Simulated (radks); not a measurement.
Values are calculated unless marked as measured or tabulated.
Task: These are the eigenvalues of the occupied orbitals of an atom or ion with whole-number occupations (Ry). Level of theory: scalar-relativistic Kohn-Sham, PBEsol, spin-polarised, spherical densities, finite nucleus; Fermi nuclear charge, rms radius of each element as measured or else 0.836 A^(1/3) + 0.57 fm (a radial shooting solver on a logarithmic mesh with Libxc functionals).

1s up: -4947.870
1s down: -4947.869
2s up: -850.0342
2s down: -850.0252
2p up: -745.1750
2p down: -745.1678
3s up: -194.5818
3s down: -194.5796
3p up: -163.3804
3p down: -163.3778
3d up: -126.9018
3d down: -126.8963
4s up: -39.51299
4s down: -39.50603
4p up: -29.27241
4p down: -29.26571
4d up: -16.15202
4d down: -16.14356
5s up: -5.23898
5s down: -5.14823
5p up: -2.79791
5p down: -2.66842
4f up: -1.65766
4f down: -1.63489
6s up: -0.41084
5d up: -0.24295

Which element is it, and in what charge state? The configuration may be excited. Open shells, if any, are filled with parallel spins first.

Result: Z = 73, tantalum, charge 0: Ta in [Xe] 4f14 5d4 6s1. The list shows which subshells hold electrons but not how many an open one holds; the 1s level, -2473.9 hartree, gives Z - s = 70.3 by -(Z - s)^2/2, which with screening and relativity narrows Z to a few neighbours, and the depths of the outer levels then fix element, charge and occupations together.
